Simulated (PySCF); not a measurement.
C4H5Si (SMILES [C]1=C[SiH2]C=C1), doublet, geometry from GFN2-xTB; PySCF with DF-PBE0/def2-SV(P).

PySCF was given this input:
```python
from pyscf import gto, scf, dft

mol = gto.Mole()
mol.atom = '''
    C    -0.99710762    1.09020519   -0.35746860
    C     0.28008814    1.34121899   -0.24314913
    Si    1.12312240   -0.34185969    0.21785217
    C    -0.58043733   -1.15517864    0.16515843
    C    -1.51151541   -0.23827236   -0.14755384
    H     0.77323490    2.28480944   -0.37557366
    H     1.72528454   -0.29866333    1.54862895
    H     2.03566045   -0.79467200   -0.82984402
    H    -0.83608835   -2.18811366    0.34720666
    H    -2.56797174   -0.44516387   -0.24226949
'''
mol.basis = 'def2-sv(p)'
mol.spin = 1
mol.verbose = 4
mol.build()

mf = dft.UKS(mol)
mf.xc = 'pbe0'
mf = mf.density_fit(auxbasis='def2-universal-jkfit')
mf.kernel()
mf.analyze()
```

Output, abridged:

```
PySCF version 2.14.0

[INPUT] verbose = 4
[INPUT] num. atoms = 10
[INPUT] num. electrons = 43
[INPUT] charge = 0
[INPUT] spin (= nelec alpha-beta = 2S) = 1
[INPUT] symmetry False subgroup None
[INPUT] Mole.unit = angstrom
[INPUT] Symbol           X                Y                Z      unit          X                Y                Z       unit  Magmom
[...]
nuclear repulsion = 191.717911064807
number of shells = 42
number of NR pGTOs = 152
number of NR cGTOs = 84
basis = def2-sv(p)
ecp = {}

******** <class 'pyscf.df.df_jk.DFUKS'> ********
method = DFUKS
initial guess = minao
damping factor = 0
level_shift factor = 0
DIIS = <class 'pyscf.scf.diis.CDIIS'>
diis_start_cycle = 1
diis_space = 8
diis_damp = 0
SCF conv_tol = 1e-09
SCF conv_tol_grad = None
SCF max_cycles = 50
direct_scf = False
number electrons alpha = 22  beta = 21
XC library pyscf.dft.libxc version 7.1.2
    S. Lehtola, C. Steigemann, M. J. T. Oliveira, and M. A. L. Marques,  SoftwareX 7, 1–5 (2018)
XC functionals = pbe0
    C. Adamo and V. Barone,  J. Chem. Phys. 110, 6158 (1999)
    M. Ernzerhof and G. E. Scuseria,  J. Chem. Phys. 110, 5029 (1999)
radial grids:
    Treutler-Ahlrichs [JCP 102, 346 (1995); DOI:10.1063/1.469408] (M4) radial grids

becke partition: Becke, JCP 88, 2547 (1988); DOI:10.1063/1.454033
pruning grids: <function nwchem_prune>
grids dens level: 3
symmetrized grids: False
atomic radii adjust function: <function treutler_atomic_radii_adjust>
small_rho_cutoff = 0
Set gradient conv threshold to 3.16228e-05
tot grids = 124696
******** <class 'pyscf.df.df.DF'> ********
auxbasis = def2-universal-jkfit
init E= -444.856822064512

cycle= 1 E= -444.232870853096  delta_E= 0.624  |g|= 0.24  |ddm|= 2.46
cycle= 2 E= -444.232872663427  delta_E= -1.81e-06  |g|= 0.251  |ddm|= 0.583
cycle= 3 E= -444.269813652288  delta_E= -0.0369  |g|= 0.0281  |ddm|= 0.311
cycle= 4 E= -444.270117990728  delta_E= -0.000304  |g|= 0.0271  |ddm|= 0.0735
cycle= 5 E= -444.270594675009  delta_E= -0.000477  |g|= 0.00677  |ddm|= 0.0335
cycle= 6 E= -444.27067332976  delta_E= -7.87e-05  |g|= 0.003  |ddm|= 0.0161
cycle= 7 E= -444.270712151531  delta_E= -3.88e-05  |g|= 0.00181  |ddm|= 0.0127
cycle= 8 E= -444.2707318607  delta_E= -1.97e-05  |g|= 0.00117  |ddm|= 0.0101
cycle= 9 E= -444.270741439341  delta_E= -9.58e-06  |g|= 0.00098  |ddm|= 0.00885
cycle= 10 E= -444.270743782972  delta_E= -2.34e-06  |g|= 0.000493  |ddm|= 0.00347
cycle= 11 E= -444.270745056899  delta_E= -1.27e-06  |g|= 0.000311  |ddm|= 0.00319
[...]
converged SCF energy = -444.270745548617  <S^2> = 0.767814  2S+1 = 2.0177354
Total Energy =                        -444.270745548616731
[...]
spin_pop of  3 C 2px       0.00523
spin_pop of  3 C 2py       0.01021
spin_pop of  3 C 2pz       0.04160
spin_pop of  3 C 3px       0.00001
spin_pop of  3 C 3py       0.00008
spin_pop of  3 C 3pz       0.00033
spin_pop of  3 C 3dxy      0.00001
spin_pop of  3 C 3dyz     -0.00001
spin_pop of  3 C 3dz^2    -0.00004
spin_pop of  3 C 3dxz      0.00000
spin_pop of  3 C 3dx2-y2    0.00004
spin_pop of  4 C 1s        0.00000
spin_pop of  4 C 2s       -0.00133
spin_pop of  4 C 3s        0.00025
spin_pop of  4 C 2px      -0.00296
spin_pop of  4 C 2py      -0.00395
spin_pop of  4 C 2pz      -0.02715
spin_pop of  4 C 3px       0.00015
spin_pop of  4 C 3py       0.00101
spin_pop of  4 C 3pz       0.00003
spin_pop of  4 C 3dxy      0.00037
spin_pop of  4 C 3dyz      0.00008
spin_pop of  4 C 3dz^2     0.00008
spin_pop of  4 C 3dxz      0.00002
spin_pop of  4 C 3dx2-y2   -0.00002
spin_pop of  5 H 1s        0.02777
spin_pop of  5 H 2s        0.00017
spin_pop of  6 H 1s        0.00132
spin_pop of  6 H 2s        0.00001
spin_pop of  7 H 1s        0.00132
spin_pop of  7 H 2s        0.00001
spin_pop of  8 H 1s        0.00205
spin_pop of  8 H 2s       -0.00002
spin_pop of  9 H 1s        0.00567
spin_pop of  9 H 2s        0.00016
 ** Mulliken Spin Density (per atom)  **
spin density of  0 C =      0.95486
spin density of  1 C =     -0.13804
spin density of  2 Si =      0.11209
spin density of  3 C =      0.06605
spin density of  4 C =     -0.03343
spin density of  5 H =      0.02795
spin density of  6 H =      0.00133
spin density of  7 H =      0.00133
spin density of  8 H =      0.00203
spin density of  9 H =      0.00584
 ** Mulliken pop alpha/beta on meta-lowdin orthogonal AOs **
 ** Mulliken pop       alpha | beta **
In total            22.00000 | 21.00000
 ** Mulliken atomic charges   ( Nelec_alpha | Nelec_beta ) **
charge of  0C =     -0.02386  (     3.48936      2.53450 )
charge of  1C =     -0.34339  (     3.10268      3.24072 )
charge of  2Si =      0.59390  (     6.75909      6.64700 )
charge of  3C =     -0.32837  (     3.19721      3.13116 )
charge of  4C =     -0.08202  (     3.02429      3.05772 )
charge of  5H =      0.12211  (     0.45292      0.42497 )
charge of  6H =     -0.08064  (     0.54098      0.53966 )
charge of  7H =     -0.08064  (     0.54098      0.53966 )
charge of  8H =      0.11067  (     0.44568      0.44365 )
charge of  9H =      0.11223  (     0.44680      0.44097 )
Dipole moment(X, Y, Z, Debye):  0.50808, -0.87342,  0.24846
```
